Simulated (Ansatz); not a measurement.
Reaction (formal hydrolysis of the Al–Cl bond): `[F][Al]([F])[Cl]` + H₂O → `[OH][Al]([F])[F]` + HCl

Gas-phase electronic energies from Ansatz, PBE0-D4/def2-TZVP geometries. CCSD(T)/CBS is the MP2 limit (def2-TZVPP, def2-QZVPP) plus CCSD(T) − MP2 in def2-TZVPP, frozen cores. This one scheme is used for every species. Functionals use def2-TZVPP. B3LYP here is the variant with VWN-RPA as its local correlation; programs differ in this. HSE06 is defined as in plane-wave codes. Each species was taken in one conformer, which may not be the lowest.

`[F][Al]([F])[Cl]`:

Z-matrix (Å, degrees):
```
Al
F 1 1.631
Cl 1 2.061 2 120.5
F 1 1.631 2 119.0 3 -180.0
```

H₂O:

```xyz
3

O    -0.008   -0.119   -0.371
H     0.765    0.077    0.163
H    -0.757    0.042    0.207
```

`[OH][Al]([F])[F]`:

```xyz
5

O    -0.788    0.903    0.327
Al    0.423   -0.189   -0.056
F     1.980    0.235    0.193
F     0.103   -1.673   -0.672
H    -1.719    0.724    0.208
```

HCl:

```xyz
2

Cl    0.625    0.134   -0.006
H    -0.625   -0.134    0.006
```

| level | ΔE (kJ/mol) | difference from CCSD(T)/CBS |
| --- | --- | --- |
| LDA (SPW92) | 17.1 | -5.8 |
| revPBE-D4 | 23.5 | 0.6 |
| BLYP-D4 | 16.1 | -6.8 |
| CAM-B3LYP-D4 | 15.5 | -7.4 |
| PBE0 | 24.3 | 1.4 |
| B3LYP | 16.7 | -6.2 |
| HSE06 | 24.6 | 1.7 |
| RPA@PBE/def2-TZVPP | 14.5 | -8.4 |
| HF/def2-SVP | 26.1 | 3.2 |
| MP2/def2-SVP | 19.1 | -3.8 |
| CCSD/def2-SVP | 19.0 | -3.9 |
| CCSD(T)/def2-SVP | 19.3 | -3.6 |
| MP2/def2-TZVPP | 18.6 | -4.3 |
| CCSD(T)/def2-TZVPP | 17.5 | -5.4 |
| HF/def2-QZVPP | 22.6 | -0.3 |
| HF/CBS(def2) | 22.6 | -0.3 |
| CCSD(T)/CBS | 22.9 | 0 |

Largest T1 diagnostic among the species: 0.013.

At CCSD(T), def2-SVP lies −3.6 kJ/mol from the extrapolated value and def2-TZVPP −5.4 kJ/mol. From BLYP to BHLYP (50 % exact exchange), in def2-TZVPP and without D4, ΔE moves by +4.2 kJ/mol.
